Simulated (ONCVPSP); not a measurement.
## Logarithmic derivatives: selenium (Se), ONCV

* Element: Se
* Generator: ONCVPSP 4.0.1
* Type: optimised norm-conserving Vanderbilt (ONCV)
* Functional: PBE
* Relativity: scalar-relativistic
* Frozen core: [Ar] 3d10
* Valence charge: 6
* Reference configuration: 4s2 4p4
* Partial waves: 4s: rc 1.35 bohr, ncon 3, nbas 7, qcut 5.1 1/bohr, 2 projectors, debl 1.7 Ha; 4p: rc 1.95 bohr, ncon 4, nbas 7, qcut 4.1 1/bohr, 2 projectors, debl 1.1 Ha; d scattering state at 0.03 Ha: rc 1.95 bohr, ncon 4, nbas 8, qcut 4.5 1/bohr, 2 projectors, debl 2.3 Ha
* Local potential: polynomial inside 1.20 bohr (lpopt 3, dvloc0 3 Ha)
* Core correction: Teter function, fcfact 1.75, rcfact 1.6

The phase is arctan(r·R′/R) of the radial function R(r), unwrapped; energies in Ha, scanned from -2 to 5 Ha. A pole is an energy at which the radial function vanishes at the test radius. The pseudo phase is shifted by a multiple of π to meet the all-electron one at the reference energy, and phase errors are pseudo minus all-electron; the curves can meet again beyond the range given. Levels narrower than the energy grid can be missing from the lists of poles. Where the grid stepped over a known ghost or core level, its pole and its step of π were put in at the level’s energy.

Q: For each channel, where are the poles, and over which energies does the pseudopotential scatter like the atom?

A:

```
channel  radius (bohr)  reference energy (Ha)  poles, all-electron  poles, pseudo  unbroken range about the reference energy with phases within 0.05 rad  phase error 1 Ha above the reference energy (rad)
      s           1.37                  -0.64                 4.57           4.12                                                              below 4.5                                             -0.000
      p           1.98                  -0.24                 1.29           1.29                                                              below 3.4                                             -0.000
      d           1.98                   0.03   -1.95, -1.93, 2.68           2.67                                                            -1.7 to 3.9                                             -0.004
```

Note: no bound ghost flagged; GHOST(+) flagged for s at 131.8 eV.

Phases in the s channel:

```json
{"E (Ha)": "-1.98", "all-electron": "0.603", "pseudo": "0.600"}
{"E (Ha)": "-1.62", "all-electron": "0.367", "pseudo": "0.365"}
{"E (Ha)": "-1.26", "all-electron": "0.059", "pseudo": "0.058"}
{"E (Ha)": "-0.90", "all-electron": "-0.287", "pseudo": "-0.287"}
{"E (Ha)": "-0.54", "all-electron": "-0.599", "pseudo": "-0.599"}
{"E (Ha)": "-0.18", "all-electron": "-0.838", "pseudo": "-0.838"}
{"E (Ha)": "0.18", "all-electron": "-1.010", "pseudo": "-1.010"}
{"E (Ha)": "0.54", "all-electron": "-1.133", "pseudo": "-1.133"}
{"E (Ha)": "0.90", "all-electron": "-1.223", "pseudo": "-1.223"}
{"E (Ha)": "1.26", "all-electron": "-1.292", "pseudo": "-1.292"}
{"E (Ha)": "1.62", "all-electron": "-1.346", "pseudo": "-1.346"}
{"E (Ha)": "1.98", "all-electron": "-1.390", "pseudo": "-1.391"}
{"E (Ha)": "2.34", "all-electron": "-1.426", "pseudo": "-1.427"}
{"E (Ha)": "2.70", "all-electron": "-1.457", "pseudo": "-1.459"}
{"E (Ha)": "3.06", "all-electron": "-1.484", "pseudo": "-1.488"}
{"E (Ha)": "3.42", "all-electron": "-1.508", "pseudo": "-1.515"}
{"E (Ha)": "3.78", "all-electron": "-1.529", "pseudo": "-1.542"}
{"E (Ha)": "4.14", "all-electron": "-1.549", "pseudo": "-1.573"}
{"E (Ha)": "4.50", "all-electron": "-1.567", "pseudo": "-1.619"}
{"E (Ha)": "4.86", "all-electron": "-1.585", "pseudo": "-1.757"}
```
